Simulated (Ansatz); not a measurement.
Mulliken charges of FH₅N₂OSi (`N[Si](N)(O)F`) from PBE/def2-TZVPP in Ansatz (PBE0-D4/def2-TZVP geometry).

| atom | x (Å) | y (Å) | z (Å) | charge (e) |
| --- | --- | --- | --- | --- |
| N1 | -0.416 | 1.495 | -0.025 | -0.392 |
| Si2 | 0.063 | -0.096 | -0.298 | 0.618 |
| N3 | -0.489 | -1.065 | 0.978 | -0.390 |
| O4 | 1.671 | 0.023 | -0.585 | -0.358 |
| F5 | -0.554 | -0.827 | -1.587 | -0.296 |
| H6 | -1.328 | 1.723 | 0.327 | 0.157 |
| H7 | 0.047 | 2.272 | -0.464 | 0.160 |
| H8 | -0.741 | -2.027 | 0.831 | 0.156 |
| H9 | -0.239 | -0.874 | 1.932 | 0.154 |
| H10 | 2.069 | -0.675 | -1.107 | 0.191 |

Problem. By hand: the dipole of these point charges (1 e Å = 4.8032 D).

Solution. Σ q r = (0.000, 0.061, 0.316) e Å, of length 0.322 e Å = 1.55 D.

Problem. How does the dipole of the full density compare? (Estimate.)

Solution. Ansatz gave: (-0.002, -0.048, 0.225) e Å, 1.11 D; the point charges give 1.40 times that, at 23° from its direction.

Point charges leave out the atoms' own dipoles, such as those of lone pairs, and Mulliken's split depends on the basis, so the two needn't agree.
